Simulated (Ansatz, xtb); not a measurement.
BrGeH3Si: 7 structures ranked

7 gas-phase structures of BrGeH3Si, found in a search over its isomers (lower ones may exist). Each was relaxed with GFN2-xTB; where two conformers were screened, the lower at r2SCAN-D4/def2-SVP is listed:

A. a singlet given by its coordinates
B. `[GeH][SiH2]Br`, a triplet
C. `[SiH][GeH2][Br]`, a singlet
D. `[SiH3][Ge][Br]`, a triplet
E. `[SiH3][Ge][Br]`, a singlet
F. `[GeH3][Si]Br`, a singlet
G. a singlet given by its coordinates

G (Å):

```xyz
6

Br   -2.7157   -0.9630   -0.0532
Ge   -1.2005    1.1172    0.0922
Si   -3.4535    1.3265   -0.6599
H    -0.8128    0.9071   -1.4827
H    -4.0996    0.9901   -1.9357
H    -4.6021    1.3638    0.2613
```

Close contacts (Å): Br1–Ge2 2.58, Br1–Si3 2.48, Ge2–Si3 2.38, Ge2–H4 1.64, Si3–H5 1.47, Si3–H6 1.47.

A (Å):

```json
{"atom": "Br", "x (Å)": "-2.3635", "y (Å)": "-1.7676", "z (Å)": "-0.5562"}
{"atom": "Ge", "x (Å)": "-1.9668", "y (Å)": "1.8445", "z (Å)": "-1.5724"}
{"atom": "Si", "x (Å)": "-2.7816", "y (Å)": "0.3515", "z (Å)": "0.0526"}
{"atom": "H", "x (Å)": "-2.6966", "y (Å)": "3.0086", "z (Å)": "-0.7549"}
{"atom": "H", "x (Å)": "-3.4390", "y (Å)": "1.3846", "z (Å)": "-2.1223"}
{"atom": "H", "x (Å)": "-3.6509", "y (Å)": "-0.0353", "z (Å)": "1.1857"}
```

Close contacts (Å): Br1–Si3 2.24, Ge2–Si3 2.35, Ge2–H4 1.60, Ge2–H5 1.64, Si3–H6 1.48.

Question: Make a reasoned guess at their ranking by r2SCAN-D4/def2-SVP single-point energy.

Answer: Calculated order at r2SCAN-D4/def2-SVP: E (0.0), G (32.8), F (75.8), D (99.9), A (103.1), B (108.9), C (116.3) kJ/mol. Less than 1 kcal/mol parts D and A, so the order within that pair means little.

Energies above the lowest of each column, in kJ/mol; the last columns are at PBE0-D3(BJ)/def2-SVP geometries and were run for some of them only (a dash: not run or not comparable):

| structure | GFN2-xTB | HF/STO-3G | r2SCAN-D4/def2-SVP | PBE0-D3(BJ)/def2-SVP | CCSD(T)/def2-TZVP |
| --- | --- | --- | --- | --- | --- |
| E | 0.0 | 20.5 | 0.0 | 0.0 | 0.0 |
| G | 24.7 | 104.2 | 32.8 | 20.1 | 23.8 |
| F | 148.5 | 0.0 | 75.8 | 65.6 | 58.9 |
| D | – | 99.3 | 99.9 | – | – |
| A | 96.6 | 254.2 | 103.1 | – | – |
| B | – | 107.3 | 108.9 | – | – |
| C | 122.6 | 95.1 | 116.3 | – | – |

CCSD(T)/def2-TZVP puts E lowest of those it was run on; HF/STO-3G picks F. Flexible structures stand in one conformer each, not always the lowest. Frequencies (PBE0-D3(BJ)/def2-SVP) were run for E, F, G alone. GFN2-xTB has no spin polarisation and isn't compared across spin states. Open shells are spin-unrestricted.

Over these structures GFN2-xTB departs from r2SCAN-D4/def2-SVP by 23.9 kJ/mol on average once a common shift is removed. A GFN2-xTB relaxation took about 0.1 s and the r2SCAN-D4/def2-SVP energy about 1.6 s on a shared host (Ansatz 0.2.0, xtb 6.7.1).
